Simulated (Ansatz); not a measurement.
Input file for Ansatz (an electronic-structure program): R-BHLYP/def2-TZVPP on SnS, 2S+1 = 1, a spin state set in the input, which need not be the lowest, a point of a bond scan (R = 2.212 Å). Elements past Kr take the def2 small-core potentials; no spin–orbit coupling.

Ansatz 0.2 input:
```yaml
crystal:
  periodic: [false, false, false]
  atoms:
    - {symbol: S, position_ang: [0.00000000, 0.00000000, 0.00000000]}
    - {symbol: Sn, position_ang: [0.00000000, 0.00000000, 2.21232800]}
basis:
  gaussian:
    orbitals: def2-TZVPP
    pivot_positions_ang: [[0.00000000, 0.00000000, 0.00000000], [0.00000000, 0.00000000, 2.21232800]]
hamiltonian:
  xc: {name: BHLYP}
output: {forces: true, orbitals: {seedname: ./end}}
```

Output:

```
WARN ansatz: RAYON_NUM_THREADS=2 ignored (pool sized by the plan → 2); use --threads N
Functional definition: BHLYP
integrals: 0.03 GiB planned
819 factors; their error is unknown
mean field: 0.26 GiB planned
mean field evaluation 1: about -16663.2286 eV, gradient 2.8e1 eV
mean field evaluation 2: about -16648.3166 eV, gradient 7.3e1 eV
mean field evaluation 4: about -16666.1307 eV, gradient 1.4e0 eV
mean field evaluation 8: about -16666.3223 eV, gradient 6.0e-2 eV
mean field evaluation 16: about -16666.3223 eV, gradient 1.5e-5 eV
mean field -16666.32234529 eV, -612.4760493505 hartree, gradient 1.5e-5 eV, S^2 0.000000; 0 other end points of the search recorded, 0 dependent functions left out
the calculation of the forces begins
reference -16666.32246677 eV, -612.4760538146 hartree; 19, 19 occupied and 73, 73 virtual orbitals, 819 factors
Total energy: -16666.32246677 eV, -612.4760538146 hartree
Atom 0 at     0.000000     0.000000     0.000000 Å, force    -0.000000    -0.000000     0.398972 eV/Å
Atom 1 at     0.000000     0.000000     2.212328 Å, force     0.000000     0.000000    -0.398972 eV/Å
Dipole moment:     0.000000     0.000000     0.779749 e Å
```

The calculation finished and met its thresholds.

Cost: about 1.6 core-seconds (a rough figure).
